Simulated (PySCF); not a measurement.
## A survey of ²⁹Si NMR shifts

- coordinates at the GFN2-xTB level
- GIAO PBE0/pcSseg-1 shieldings
- run in PySCF 2.14
- one computed conformer, non-relativistic Hamiltonian, equivalent nuclei averaged, no solvent

Shieldings were converted by a linear fit to measured shifts: ²⁹Si (scatter 8.9 ppm rms, 25.8 ppm with the 6 outliers that the fit left out vs TMS, solution or neat liquid). A few per cent of atoms miss by over 2 rms, more outside the fitted compound classes.

Task: Give the ²⁹Si shifts of `C#C[C@@]1(Cl)[SiH2]C[SiH2][C@H]1F`, `O[SiH2][SiH2]c1cccs1`, `[H]/N=C(/C#N)CCS[SiH3]`, `FC([SiH3])([SiH3])[SiH3]`, `C=C(CCl)[SiH2]C#C[SiH2]F`.

Result: 
| compound | environment | δ (ppm) |
| --- | --- | --- |
| [CH:1]#[C:2][C@@:3]1([Cl:4])[SiH2:5][CH2:6][SiH2:7][C@H:8]1[F:9] | Si5: silicon bonded to 2 C, 2 H, in a 5-membered ring | -16.6 |
| [CH:1]#[C:2][C@@:3]1([Cl:4])[SiH2:5][CH2:6][SiH2:7][C@H:8]1[F:9] | Si7: silicon bonded to 2 C, 2 H, in a 5-membered ring | -27.5 |
| [OH:1][SiH2:2][SiH2:3][c:4]1[cH:5][cH:6][cH:7][s:8]1 | Si2: silicon bonded to O, Si, 2 H | -28.9 |
| [OH:1][SiH2:2][SiH2:3][c:4]1[cH:5][cH:6][cH:7][s:8]1 | Si3: silicon bonded to C, Si, 2 H | -75.7 |
| [H]/N=C(/C#N)CCS[SiH3] | silicon bonded to S, 3 H | -51.0 |
| FC([SiH3])([SiH3])[SiH3] | silicon bonded to C, 3 H (×3) | -61.5 |
| [CH2:1]=[C:2]([CH2:3][Cl:4])[SiH2:5][C:6]#[C:7][SiH2:8][F:9] | Si8: silicon bonded to C, F, 2 H | -31.9 |
| [CH2:1]=[C:2]([CH2:3][Cl:4])[SiH2:5][C:6]#[C:7][SiH2:8][F:9] | Si5: silicon bonded to 2 C, 2 H | -64.5 |

Task: Order these by ²⁹Si shift, lowest first.
A. CCO[Si@@H](O)O[C@@H]1C[C@@H]1F
B. N#CC(/C=C\C1CC1)=C\[SiH3]
C. CO[C@@H]1O[SiH2]O[C@]1(C)CF
D. O=CO/C=C/[Si@@H]1OCCS1

Result: B (-75.7 ppm, silicon bonded to C, 3 H), A (-55.6 ppm, silicon bonded to 3 O, H), C (-9.1 ppm, silicon bonded to 2 O, 2 H, in a 5-membered ring), D (1.8 ppm, silicon bonded to C, O, S, H, in a 5-membered ring).
